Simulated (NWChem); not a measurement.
# SiHOBrF₂; SMILES O[Si](F)(F)Br

```xyz
6

O      1.6134    -1.2061    -0.0106
Si     0.0451    -0.7790    -0.0004
F     -0.7126    -1.3783     1.2803
F     -0.7293    -1.3772    -1.2716
Br    -0.0921     1.3889     0.0008
H      1.8362    -2.1428    -0.0071
```
Atoms are numbered in this order, from 1.

Results from NWChem. Pople sets run with spherical d functions. Structure relaxed at the PBE0/def2-SVP level. Vzz is the largest principal value of the second derivative of the potential at the nucleus (NWChem prints the opposite sign); η is the asymmetry. Non-relativistic.

```
level                  Vzz O1 (a.u.)  η O1  Vzz Br5 (a.u.)  η Br5
---------------------  -------------  ----  --------------  -----
PBE0/def2-SVP                  1.432  0.56           4.637   0.01
PBE0/6-31G*                    1.373  0.57           4.560   0.01
Hartree-Fock/def2-SVP            [?]  0.55             [?]   0.02
Hartree-Fock/6-31G*            1.443  0.57           4.308   0.02
```

Q: Fill in the missing entries.

A: 
- Hartree-Fock/def2-SVP, Vzz O1 (a.u.): 1.506
- Hartree-Fock/def2-SVP, Vzz Br5 (a.u.): 4.446
